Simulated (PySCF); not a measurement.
**Basis and Hamiltonian dependence of the ionisation energy of Os**

Os [Xe] 4f14 5d6 6s2 (5D) → Os⁺ [Xe] 4f14 5d6 6s1 (6D). Calculated with PySCF 2.14 from differences of total energies of unrestricted determinants, without spin-orbit coupling. Values in eV.

```json
{"basis": "def2-TZVP with the def2 core potential (60 electrons)", "Hamiltonian": "ECP", "functions": "40", "UHF": "6.505", "r2SCAN": "n/a", "PBE0": "n/a", "MP2 (valence)": "7.703", "CCSD(T) (valence)": "n/a"}
{"basis": "aug-cc-pVDZ-PP with ECP60MDF", "Hamiltonian": "ECP", "functions": "54", "UHF": "6.554", "r2SCAN": "8.081", "PBE0": "8.108", "MP2 (valence)": "8.009", "CCSD(T) (valence)": "8.137"}
{"basis": "def2-TZVPPD with the def2 core potential (60 electrons)", "Hamiltonian": "ECP", "functions": "59", "UHF": "6.504", "r2SCAN": "8.030", "PBE0": "8.036", "MP2 (valence)": "7.883", "CCSD(T) (valence)": "7.979"}
{"basis": "cc-pVTZ-PP with ECP60MDF", "Hamiltonian": "ECP", "functions": "63", "UHF": "6.526", "r2SCAN": "8.048", "PBE0": "8.053", "MP2 (valence)": "8.021", "CCSD(T) (valence)": "n/a"}
{"basis": "Sapporo-DKH3-DZP-2012", "Hamiltonian": "spin-free X2C", "functions": "65", "UHF": "6.487", "r2SCAN": "n/a", "PBE0": "n/a", "MP2 (valence)": "n/a", "CCSD(T) (valence)": "n/a"}
{"basis": "aug-cc-pwCVDZ-PP with ECP60MDF", "Hamiltonian": "ECP", "functions": "70", "UHF": "6.517", "r2SCAN": "8.026", "PBE0": "8.060", "MP2 (valence)": "7.972", "CCSD(T) (valence)": "8.092"}
{"basis": "aug-cc-pVTZ-PP with ECP60MDF", "Hamiltonian": "ECP", "functions": "88", "UHF": "6.524", "r2SCAN": "8.057", "PBE0": "8.053", "MP2 (valence)": "8.091", "CCSD(T) (valence)": "8.208"}
{"basis": "def2-QZVPPD with the def2 core potential (60 electrons)", "Hamiltonian": "ECP", "functions": "88", "UHF": "6.506", "r2SCAN": "8.033", "PBE0": "8.032", "MP2 (valence)": "8.026", "CCSD(T) (valence)": "8.141"}
{"basis": "x2c-TZVPPall", "Hamiltonian": "spin-free X2C", "functions": "97", "UHF": "6.551", "r2SCAN": "8.208", "PBE0": "8.158", "MP2 (valence)": "8.010", "CCSD(T) (valence)": "8.161"}
{"basis": "ANO-RCC-VTZP", "Hamiltonian": "spin-free X2C", "functions": "104", "UHF": "6.548", "r2SCAN": "8.214", "PBE0": "8.166", "MP2 (valence)": "7.917", "CCSD(T) (valence)": "8.071"}
{"basis": "x2c-TZVPPall with one added diffuse shell each of s, p, d, f type", "Hamiltonian": "spin-free X2C", "functions": "113", "UHF": "6.549", "r2SCAN": "8.203", "PBE0": "8.155", "MP2 (valence)": "8.043", "CCSD(T) (valence)": "8.190"}
{"basis": "aug-cc-pVTZ-PP with one added diffuse shell each of s, p, d, f, g type with ECP60MDF", "Hamiltonian": "ECP", "functions": "113", "UHF": "6.523", "r2SCAN": "8.058", "PBE0": "8.052", "MP2 (valence)": "8.094", "CCSD(T) (valence)": "n/a"}
{"basis": "aug-cc-pwCVTZ-PP with ECP60MDF", "Hamiltonian": "ECP", "functions": "122", "UHF": "6.516", "r2SCAN": "8.052", "PBE0": "8.050", "MP2 (valence)": "8.087", "CCSD(T) (valence)": "n/a"}
{"basis": "aug-cc-pVQZ-PP with ECP60MDF", "Hamiltonian": "ECP", "functions": "135", "UHF": "6.517", "r2SCAN": "8.052", "PBE0": "8.050", "MP2 (valence)": "8.134", "CCSD(T) (valence)": "n/a"}
```

Extrapolation of MP2 (valence) from aug-cc-pVTZ-PP with ECP60MDF and aug-cc-pVQZ-PP with ECP60MDF: the correlation parts are 1.566 and 1.617 eV; with the X⁻³ form and unrounded values, (4³ × 1.617 − 3³ × 1.566)/(4³ − 3³) = 1.654 eV, and adding the Hartree-Fock value 6.517 eV of the larger basis gives 8.171 eV.

Frozen in the all-electron rows: valence: [Xe] 4f14; with a core potential, the same shells as far as they lie outside it.

Reference for a calculation without spin-orbit coupling: 8.473 eV (measured, between term centres; NIST).
